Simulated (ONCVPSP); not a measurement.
**Ta (Z = 73): excitation energies, all-electron against ONCV**

* Element: tantalum (Ta)
* Generator: ONCVPSP 4.0.1
* Type: optimised norm-conserving Vanderbilt (ONCV)
* Functional: PW91
* Relativity: fully relativistic
* Frozen core: [Kr] 4d10 4f14
* Valence charge: 13
* Reference configuration: 5s2 5p6 5d3 6s2
* Partial waves: 5s+6s: rc 1.90 bohr, ncon 3, nbas 7, qcut 7 1/bohr, 2 projectors; 5p: rc 1.25 bohr, ncon 4, nbas 9, qcut 7.7 1/bohr, 2 projectors, debl 3.4 Ha; 5d: rc 2.05 bohr, ncon 3, nbas 7, qcut 5 1/bohr, 2 projectors, debl 2.6 Ha
* Local potential: polynomial inside 1.20 bohr (lpopt 5, dvloc0 0 Ha)
* Core correction: Teter function, fcfact 4.75, rcfact 1.1

Open shells are filled in proportion to 2j + 1.

Energies are relative to the spin-unpolarised reference configuration 5s2 5p6 5d3 6s2; without spin polarisation the order of configurations can differ from experiment.

```csv
valence configuration,charge,ΔE all-electron (eV),error AE − PS (meV)
5s2 5p6 5d3 6s0,+2,23.563,+6.3
5s2 5p6 5d2 6s0,+3,47.228,+4.5
5s2 5p6 5d3 6s1 6p1,0,4.169,+0.1
```

Task: What are ΔE and the potential's error for 5s2 5p6 5d3 6s1?

Result: ΔE = 8.531 eV all-electron; the error (AE − PS) is +0.6 meV.

Levels in the configuration 5s2 5p6 5d2 6s0:

```
   level  all-electron (eV)  pseudo (eV)
5s j=1/2           -100.938     -101.147
5p j=3/2            -64.681      -64.775
5p j=1/2            -73.623      -73.746
5d j=5/2            -28.853      -28.858
5d j=3/2            -29.676      -29.683
```

Note: ghosts flagged at negative energy: d5/2 at -154.7 eV; GHOST(+) flagged for s at 97.2 eV, d3/2 at 168.3 eV, p3/2 at 337.5 eV. A true bound ghost makes a file unfit for plane-wave use.
